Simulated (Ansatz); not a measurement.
CH4O3Si, SMILES `O[SiH]1OCO1`, relaxed with RKS PBE0-D4/def2-TZVP in Ansatz from a PBE-D4/def2-SVP geometry. The force threshold is 0.005 eV/Å; the program also tests the step.

Total charge 0; spin multiplicity 1.

Start:

```xyz
9

O    -0.443    1.447    1.571
Si    0.326    0.185    0.827
O    -0.637   -1.027    0.107
C    -0.029   -0.695   -1.151
O     0.833    0.395   -0.789
H    -1.160    1.870    1.065
H     1.344   -0.241    1.822
H    -0.792   -0.378   -1.900
H     0.558   -1.555   -1.552
```

```json
{"step": "1", "energy (eV)": "-15116.0221", "largest force (eV/Å)": "1.176", "largest move (Å)": "0.000"}
{"step": "2", "energy (eV)": "-15116.0955", "largest force (eV/Å)": "0.685", "largest move (Å)": "0.025"}
{"step": "3", "energy (eV)": "-15116.1224", "largest force (eV/Å)": "0.068", "largest move (Å)": "0.028"}
{"step": "4", "energy (eV)": "-15116.1230", "largest force (eV/Å)": "0.070", "largest move (Å)": "0.007"}
{"step": "5", "energy (eV)": "-15116.1237", "largest force (eV/Å)": "0.034", "largest move (Å)": "0.022"}
{"step": "6", "energy (eV)": "-15116.1237", "largest force (eV/Å)": "0.050", "largest move (Å)": "0.007"}
{"step": "7", "energy (eV)": "-15116.1238", "largest force (eV/Å)": "0.008", "largest move (Å)": "0.003"}
{"step": "8", "energy (eV)": "-15116.1238", "largest force (eV/Å)": "0.005", "largest move (Å)": "0.001"}
{"step": "9", "energy (eV)": "-15116.1238", "largest force (eV/Å)": "0.001", "largest move (Å)": "0.001"}
```

End:

```xyz
9

O    -0.438    1.417    1.530
Si    0.314    0.181    0.803
O    -0.627   -1.008    0.117
C    -0.027   -0.690   -1.139
O     0.823    0.395   -0.767
H    -1.151    1.860    1.064
H     1.326   -0.251    1.778
H    -0.779   -0.372   -1.868
H     0.557   -1.533   -1.519
```

It took 77 s on 2 threads of an Intel Xeon Platinum 8259CL on a shared host, with 0.43 GiB of host memory at the peak.
